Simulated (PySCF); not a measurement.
Compound: C₂H₁₃OPSi₃.
Numbering: `[CH3:1][CH2:2][SiH2:3][PH:4][SiH2:5][O:6][SiH3:7]` (hydrogens: H8, H9, H10 on C1; H11, H12 on C2; H13, H14 on Si3; H15 on P4; H16, H17 on Si5; H18, H19, H20 on Si7)

Method used: core-valence-separated Tamm–Dancoff BHandHLYP/aug-pcX-1 (pcseg-1 on H, def2-SVPD on Si, def2-SVPD on P) in PySCF, non-relativistic, gas phase, PBE0-D3(BJ)/def2-SVP geometry.

Computed carbon K-edge spectrum, Gaussian lines of 0.4 eV full width, highest printed point 100; it ends one width below the last computed root. Absolute energies from this functional tend to lie a few eV below measured edges; no shift was applied.

```csv
photon energy (eV),absorption
284.9,0
285.0,1
285.1,4
285.2,9
285.3,14
285.4,16
285.5,14
285.6,12
285.7,17
285.8,32
285.9,55
286.0,78
286.1,96
286.2,100
286.3,87
286.4,61
286.5,35
286.6,18
```

Task: Assign the maxima to core holes.

Result: 2 maxima:
- 285.4 eV: C2 (sp3 carbon bound to silicon), 285.37 eV, f = 0.010, 65 % of the height at the exact maximum; C1 (methyl carbon), 285.42 eV, f = 0.005, 34 % of the height at the exact maximum
- 286.2 eV: C1 (methyl carbon), 286.23 eV, f = 0.033, 33 % of the height at the exact maximum; C2 (sp3 carbon bound to silicon), 286.08 eV, f = 0.028, 25 % of the height at the exact maximum; C1 (methyl carbon), 286.30 eV, f = 0.031, 25 % of the height at the exact maximum

Further lines of some strength in the range: C2, 285.94 eV, f = 0.029; C2, 286.18 eV, f = 0.006; C1, 286.57 eV, f = 0.005.

Roots within 0.03 eV on the same or equivalent atoms count as one line; shares under 12 % aren't listed.

Vibrational structure and lifetime widths aren't in the curve. The ionisation threshold wasn't computed; near and above it a finite basis only mimics Rydberg series and continuum.

Conformer computed: `[CH3:1][CH2:2][SiH2:3][PH:4][SiH2:5][O:6][SiH3:7]`: C1–C2–Si3–P4 -177°, C2–Si3–P4–Si5 -93°, Si3–P4–Si5–O6 171°, P4–Si5–O6–Si7 -32°.

One conformer stands for the species.
